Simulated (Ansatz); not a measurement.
Z-matrix (Å, degrees):
```
N
Sn 1 2.019
H 1 1.007 2 122.7
H 1 1.008 2 126.1 3 -179.8
N 2 2.019 1 94.4 3 179.9
H 5 1.008 2 126.1 1 0.1
H 5 1.007 2 122.7 1 179.9
```

Charge 0, multiplicity 1. Sn: def2 effective core potential.

Task: List the PBE0/def2-TZVPP orbital energies in eV (Ansatz 0.2.0). (Best estimate.)

Result: Ansatz gave: Occupied: -390.40, -390.40, -139.19, -93.95, -93.77, -93.67, -27.74, -27.68, -27.59, -27.49, -27.36, -22.86, -22.34, -13.33, -13.19, -12.85, -9.92, -7.53, -6.89, -6.62. Lowest empty: -1.12, 0.11, 0.77, 2.09, 2.79, 3.07, 3.25, 3.57.
